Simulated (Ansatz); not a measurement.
Coupled-cluster run, C$_{3}$H$_{3}$FO$_{2}$Zn (`[F][Zn-]1[O]C=CC=[O+]1`).

```yaml
crystal:
  periodic: [false, false, false]
  atoms:
    - {symbol: F, position_ang: [2.107883, -2.592434, 1.675775]}
    - {symbol: Zn, position_ang: [1.112158, -1.365437, 0.881409]}
    - {symbol: O, position_ang: [-0.545298, -1.499394, -0.104586]}
    - {symbol: C, position_ang: [-1.107497, -0.483235, -0.603605]}
    - {symbol: C, position_ang: [-0.676547, 0.838960, -0.546590]}
    - {symbol: C, position_ang: [0.484838, 1.260758, 0.094057]}
    - {symbol: O, position_ang: [1.324806, 0.548782, 0.714716]}
    - {symbol: H, position_ang: [-2.043079, -0.682468, -1.141099]}
    - {symbol: H, position_ang: [-1.285323, 1.589257, -1.032689]}
    - {symbol: H, position_ang: [0.711160, 2.334011, 0.065512]}
basis:
  gaussian: {orbitals: def2-SVP}
correlation: {method: ccsd_t, frozen_orbitals: {C: 1, F: 1, H: 0, O: 1, Zn: 9}}
```

```sh
$ ansatz run in.yaml --threads 4 --pin off --events-out ev --progress --plain --max-ram 11315MiB
```

Output of Ansatz, abridged:

```
Functional definition: HF
1277 factors; integrals over basis functions are off by at most 1.2e-3 eV
mean field evaluation 1: about -58277.9243 eV, gradient 4.9e1 eV
mean field evaluation 2: about -58278.1089 eV, gradient 4.9e1 eV
mean field evaluation 4: about -58282.9213 eV, gradient 4.6e0 eV
mean field evaluation 8: about -58282.9988 eV, gradient 4.5e-1 eV
mean field -58282.99957833 eV, -2141.8607288678 hartree, gradient 2.8e-6 eV, S^2 0.000000; 0 other end points of the search recorded, 0 dependent functions left out
15 core orbitals not correlated: weight in the atoms' cores, before any rotation towards them, 1.000 or more for the frozen orbitals, at most 0.000 for the correlated occupied ones
reference -58282.99957833 eV, -2141.8607288678 hartree; 23, 23 occupied and 92, 92 virtual orbitals, 1277 factors
second order -33.36311566 eV of doubles, -0.00000000 eV of singles
cycle   1  -32.37235126 eV  change    9.9e-1 eV  update   1.6e-1
cycle   2  -33.29610248 eV  change   -9.2e-1 eV  update   5.1e-2
cycle   3  -33.51883334 eV  change   -2.2e-1 eV  update   3.0e-2
cycle   4  -33.50203695 eV  change    1.7e-2 eV  update   8.8e-3
cycle   5  -33.48990782 eV  change    1.2e-2 eV  update   4.2e-3
cycle   6  -33.49096003 eV  change   -1.1e-3 eV  update   1.2e-3
cycle   7  -33.49101209 eV  change   -5.2e-5 eV  update   4.9e-4
cycle   8  -33.49081780 eV  change    1.9e-4 eV  update   1.6e-4
cycle   9  -33.49082654 eV  change   -8.7e-6 eV  update   5.9e-5
cycle  10  -33.49090868 eV  change   -8.2e-5 eV  update   2.5e-5
cycle  11  -33.49088441 eV  change    2.4e-5 eV  update   9.4e-6
perturbative correction -1.02285591 eV, -0.0375892613 hartree
Total energy: -58317.51331865 eV, -2143.1290854300 hartree
```

It took 7.5 s on 4 threads of an AMD EPYC 9R45 on a shared host, with 0.93 GiB of host memory at the peak.

MP2 recovers 96.7 % of the CCSD(T) correlation energy and the triples give 3.0 %; T1 = 0.0185.
